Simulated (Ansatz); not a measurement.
`C[O][Zn][F]` + `CCCC=O` → `[F][ZnH]` + `CCCC(=O)OC`  (formal exchange of groups at a Zn–O bond)

Computed with Ansatz on PBE0-D4/def2-TZVP structures; ΔE is electronic, products minus reactants. CCSD(T)/CBS is the MP2 limit (def2-TZVPP, def2-QZVPP) plus CCSD(T) − MP2 in def2-TZVPP, frozen cores. DFT in def2-TZVPP. For Zn outer-core shells are correlated without core-valence functions, which leaves a few kJ/mol of doubt a bond. Scalar relativity is left out up to krypton. Each species was taken in one conformer, which may not be the lowest.

`C[O][Zn][F]`:

```xyz
7

C     0.075    1.049    0.148
O     0.765   -0.169    0.047
Zn    0.032   -1.741   -0.232
F    -0.569   -3.350   -0.504
H    -0.476    1.302   -0.767
H    -0.635    1.067    0.985
H     0.809    1.842    0.322
```

`CCCC=O`:

Z-matrix (Å, degrees):
```
C
C 1 1.520
H 1 1.091 2 111.1
H 1 1.092 2 111.1 3 -119.9
H 1 1.094 2 111.1 3 120.4
C 2 1.518 1 113.0 3 -60.9
H 2 1.094 1 109.7 3 177.5
H 2 1.094 1 109.6 3 60.6
C 6 1.499 2 115.1 1 72.5
H 6 1.099 2 111.7 1 -167.1
H 6 1.099 2 111.8 1 -50.3
O 9 1.201 6 125.2 2 5.7
H 9 1.113 6 114.6 2 -175.4
```

`[F][ZnH]`:

```xyz
3

F     1.328   -0.177    0.995
Zn   -0.064    0.009   -0.048
H    -1.263    0.169   -0.947
```

`CCCC(=O)OC`:

Z-matrix (Å, degrees):
```
C
C 1 1.518
H 1 1.092 2 111.2
H 1 1.094 2 111.3 3 120.0
H 1 1.094 2 111.3 3 -120.1
C 2 1.516 1 112.1 3 -180.0
H 2 1.093 1 110.3 3 58.2
H 2 1.093 1 110.3 3 -58.2
C 6 1.503 2 113.4 1 -180.0
H 6 1.096 2 111.3 1 -58.5
H 6 1.096 2 111.3 1 58.5
O 9 1.201 6 125.7 2 0.3
O 9 1.341 6 111.0 2 -179.7
C 13 1.423 9 115.3 6 -180.0
H 14 1.091 13 110.7 9 60.3
H 14 1.088 13 105.9 9 -179.9
H 14 1.091 13 110.7 9 -60.2
```

```
      species  PBE0 energy (Eh)
`C[O][Zn][F]`       -1994.02150
     `CCCC=O`        -232.27203
   `[F][ZnH]`       -1879.55847
 `CCCC(=O)OC`        -346.75358
```

**Question.** Work out ΔE.

**Answer.** ΔE = (-1879.55847) + (-346.75358) − (-1994.02150) − (-232.27203) = -0.01852 Eh = -48.6 kJ/mol. CCSD(T)/CBS gives -31.2 kJ/mol.

Largest T1 diagnostic among the species: 0.018.

The D4 term adds −3.2 kJ/mol with B3LYP and −2.0 kJ/mol with PBE0; it sums over pairs of atoms, weighted by their polarisabilities, and B3LYP, whose exchange is more repulsive, gets the larger term.

B3LYP here is the variant with VWN-RPA as its local correlation; programs differ in this.
